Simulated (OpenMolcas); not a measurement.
# Ions of charge +2 along the 3d row on the Y site of Cs2NaYF6

```json
{
  "Program": "OpenMolcas",
  "Method": "CASSCF",
  "Spin-orbit coupling": "state interaction with AMFI integrals over the reference wave functions"
}
```

The d shell is active. Each dopant is a cluster with its nearest anions in model potentials and point charges, with no relaxation and no local charge compensation. Distances were set from a Shannon-type radius of the metal (high-spin where two are listed) plus a fixed donor radius (F 1.31 Å), in hosts weighted 0.65 to 0.35 with the host's distance in the model lattice. Ligand basis ANO-RCC-VDZP, DKH2 Hamiltonian. States (labels of O, the rotations of Oh). Energies in cm-1 above the lowest state or level, χT in cm3 K/mol; under a threefold ground state the first gap can be a small split of the lowest multiplet, not the spin-orbit step; 10Dq and B are least-squares fits to the states below 45000 cm-1, weighted by degeneracy, with a free offset, and given where the rms deviation is under 5 % of |10Dq| (or 100 cm-1) and under 700 cm-1. Spin-only χT is S(S+1) / 2 for the spin of the ground state.

```csv
Ion,Shell,R (Å),Metal basis,Ground state,First state of that spin,10Dq,B (rms of fit),First gap with spin-orbit (degeneracies),χT at 300 K,First state of another spin,Spin-only χT
Ti2+,3d2,2.173,ANO-RCC-VTZP,3T1,3T2 9699,11372,864 (186),"2.9 (2, 3)",1.099,1T2 11972,1.000
V2+,3d3,2.127,ANO-RCC-VTZP,4A2,4T2 9739,,,"9672 (4, 2)",1.852,2E 16636,1.875
Cr2+,3d4,2.134,ANO-RCC-VTZP,5E,5T2 7826,,,"5.4 (1, 3)",2.953,3T1 14098,3.000
Fe2+,3d6,2.121,ANO-RCC-VTZP,5T2,5E 6819,,,"190.2 (3, 2)",4.115,3T1 18187,3.000
Co2+,3d7,2.098,ANO-RCC-VTZP,4T1,4T2 4951,5636,1219 (90),"355.5 (2, 4)",3.690,2E 16311,1.875
Ni2+,3d8,2.062,ANO-RCC-VTZP,3A2,3T2 5641,5505,1290 (68),"5372 (3, 2)",1.540,1E 18660,1.000
Cu2+,3d9,2.088,ANO-RCC-VTZP,2E,2T2 4507,4507,,"3893 (4, 2)",0.689,,0.375
```

Among the 4 ions with a close fit, |10Dq| is smallest for Cu2+ (4507 cm-1) and largest for Ti2+ (11372 cm-1). The error differs from ion to ion, so this order need not be the real one.

B goes from 864 cm-1 (Ti2+) to 1290 cm-1 (Ni2+).

Every ion keeps the highest spin of its shell. χT departs most from the spin-only value for Co2+, by +1.815 cm3 K/mol.

Ligand-to-metal charge-transfer states are missing. With metal d orbitals alone and no dynamic correlation 10Dq can be off by a tenth to a fifth, either way, in oxide and fluoride hosts. An orbital triplet at a regular site is open to Jahn-Teller coupling, which can distort the site and quench the lowest spin-orbit gaps and is left out (holds for Ti2+; Fe2+; Co2+). Without dynamic correlation the repulsion within the d shell is too large (B by tens of per cent), so at a given field states of lower spin stand too high (holds for Ti2+; V2+; Cr2+; Fe2+; Co2+; Ni2+). With no ligand orbital active B as a rule stays too high, so bands that hang on it stand too high and its fall with covalency is understated (holds for Ti2+; V2+; Cr2+; Fe2+; Co2+; Ni2+). An orbital doublet at a regular site is open to a Jahn-Teller distortion, which this geometry leaves out (holds for Cr2+; Cu2+). No measured value stands beside these numbers; the geometry was set by hand and not optimised.
